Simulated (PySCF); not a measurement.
A structure optimised at B3LYP-D3(BJ)/def2-SVP, used in a PySCF frequency run:

```xyz
18

Ga     0.1771     0.1102     0.0000
C     -1.7780    -0.2315     0.0000
C     -2.1926    -1.7078     0.0000
H     -2.1971     0.2920     0.8776
H     -2.1971     0.2920    -0.8776
H     -1.8098    -2.2401    -0.8862
H     -1.8098    -2.2401     0.8862
H     -3.2897    -1.8270     0.0000
C      1.6854    -1.1306     0.0000
C      1.5497    -2.4662     0.0000
H      2.7017    -0.7154     0.0000
H      2.4131    -3.1441     0.0000
H      0.5692    -2.9553     0.0000
O      0.7340     1.8246     0.0000
C     -0.0727     2.9678     0.0000
H      0.1332     3.5930    -0.8903
H      0.1332     3.5930     0.8903
H     -1.1600     2.7476     0.0000
```
Charge 0, spin multiplicity 1.

Problem. Write its SMILES, formula and point group.

Solution. C=[CH][Ga]([CH2]C)[O]C, C5H11GaO, Cs

Problem. What are its rotational constants (standard atomic weights)?

Solution. 2.3389, 1.4227, 0.89954 GHz
